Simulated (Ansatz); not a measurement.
Computed with Ansatz on PBE0-D4/def2-TZVP structures; ΔE is electronic, products minus reactants. CCSD(T)/CBS adds triple-zeta CCSD(T) − MP2 to the extrapolated MP2 energy (def2 sets, frozen cores). Functionals use def2-TZVPP. B3LYP here is the variant with VWN-RPA as its local correlation; programs differ in this. For Ge outer-core shells are correlated without core-valence functions, which leaves a few kJ/mol of doubt a bond. Scalar relativity is left out up to krypton. Each species was taken in one conformer, which may not be the lowest.

Reaction (redistribution): `C[O][GeH]([CH3])[SH]` + `[F][Al]([SiH3])[Cl]` → `[CH3][GeH]([SiH3])[SH]` + `C[O][Al]([F])[Cl]`

`C[O][GeH]([CH3])[SH]`:

```xyz
13

C     0.184   -0.837    1.744
O     0.320   -1.324    0.430
Ge    0.275   -0.182   -0.933
C    -1.392    0.813   -0.960
S     1.896    1.330   -0.707
H     0.348   -1.671    2.431
H    -0.820   -0.435    1.932
H     0.918   -0.054    1.970
H     0.524   -1.084   -2.148
H    -1.463    1.457   -0.083
H    -2.234    0.119   -0.961
H    -1.440    1.434   -1.856
H     2.885    0.434   -0.860
```

`[F][Al]([SiH3])[Cl]`:

Z-matrix (Å, degrees):
```
Si
Al 1 2.432
H 1 1.486 2 110.9
H 1 1.488 2 109.7 3 -120.5
H 1 1.488 2 109.8 3 120.5
Cl 2 2.088 1 123.5 3 0.5
F 2 1.645 1 119.9 3 -179.5
```

`[CH3][GeH]([SiH3])[SH]`:

```xyz
12

C     0.255    0.854   -1.723
Ge   -0.623    0.209   -0.103
Si    0.893   -0.294    1.665
S    -1.619   -1.701   -0.720
H     0.995    0.128   -2.062
H     0.756    1.802   -1.523
H    -0.484    1.004   -2.510
H    -1.708    1.212    0.351
H     1.520    0.942    2.209
H     1.961   -1.194    1.155
H     0.161   -0.982    2.762
H    -2.106   -1.979    0.500
```

`C[O][Al]([F])[Cl]`:

```xyz
8

C    -0.876    0.897   -0.362
O    -0.540   -0.391    0.075
Al    0.861   -1.201    0.457
F     0.773   -2.758    0.945
Cl    2.723   -0.290    0.331
H    -1.551    1.367    0.359
H    -1.393    0.837   -1.324
H     0.003    1.540   -0.482
```

Problem. Is it downhill or uphill in electronic energy at CCSD(T)/CBS, and by how much? (An estimate is asked.)

Solution. Computed: Downhill: ΔE = -0.98 eV.

Problem. What do these levels give: PBE-D4, PBE0-D4, B3LYP-D4, ωB97X-V, ωB97M-V, MP2/def2-TZVPP, SCS-MP2/def2-TZVPP, CCSD/def2-TZVPP, HF/def2-QZVPP, MP2/def2-QZVPP, SCS-MP2/def2-QZVPP, HF/CBS(def2)? (An estimate is asked.)

Solution. The calculation gave: PBE-D4 -0.87, PBE0-D4 -0.92, B3LYP-D4 -0.98, ωB97X-V -0.91, ωB97M-V -0.98, MP2/def2-TZVPP -1.01, SCS-MP2/def2-TZVPP -0.99, CCSD/def2-TZVPP -0.97, HF/def2-QZVPP -1.01, MP2/def2-QZVPP -1.03, SCS-MP2/def2-QZVPP -1.01, HF/CBS(def2) -1.01 eV.

Largest T1 diagnostic among the species: 0.012.

From PBE to PBE0 (25 % exact exchange), in def2-TZVPP and without D4, ΔE moves by −0.05 eV.
